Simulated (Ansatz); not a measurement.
Computed with Ansatz on PBE0-D4/def2-TZVP structures; ΔE is electronic, products minus reactants. CCSD(T)/CBS adds triple-zeta CCSD(T) − MP2 to the extrapolated MP2 energy (def2 sets, frozen cores). DFT in def2-TZVPP. One conformer a species, not always the lowest.

`F[SiH](F)[SiH](F)F` + `FC[SiH2]F` → `F[SiH2][SiH](F)F` + `FC[SiH](F)F`  (redistribution)

| level | ΔE (kJ/mol) |
| --- | --- |
| r2SCAN-D4 | -11.1 |
| PBE0 | -10.9 |

Q: What does CCSD(T)/CBS give? (An estimate is asked.)

A: The calculation gave: -10.8 kJ/mol. The listed levels differ from it by -0.3, -0.1 kJ/mol.

Largest T1 diagnostic among the species: 0.013.

CCSD(T)/CBS has its own doubt, a few kJ/mol and more with outer-core shells, so smaller differences from it don't rank the levels.
